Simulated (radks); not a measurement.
Coulomb parameter of the 3d shell of the iron ion Fe2+ in the model configuration [Ar] 3d4 4p2, as a second difference U = [E(n + 0.5) + E(n - 0.5) - 2 E(n)] / (0.5)^2 with all orbitals relaxed. "Bare": the charge of the atom changes with n. "Screened": the 4p shell takes up the change at fixed total charge, which measures U(3d,3d) + U(4p,4p) - 2 U(3d,4p). Method: Dirac Kohn-Sham, PBEsol, spin-unpolarised, spherical densities, finite nucleus; open shells are shared between the two j in proportion to 2j + 1; Fermi nuclear charge, rms radius 3.7377 fm; computed with a radial shooting solver on a logarithmic mesh with Libxc functionals.

| case | configuration | E - E(n) (eV) |
|---|---|---|
| start | [Ar] 3d4 4p2 | 0.000 |
| bare +0.5 | [Ar] 3d4.5 4p2 | -18.374 |
| bare -0.5 | [Ar] 3d3.5 4p2 | 22.975 |
| screened +0.5 | [Ar] 3d4.5 4p1.5 | -10.383 |
| screened -0.5 | [Ar] 3d3.5 4p2.5 | 11.947 |

U(bare) = 18.404 eV, U(screened by 4p) = 6.255 eV.
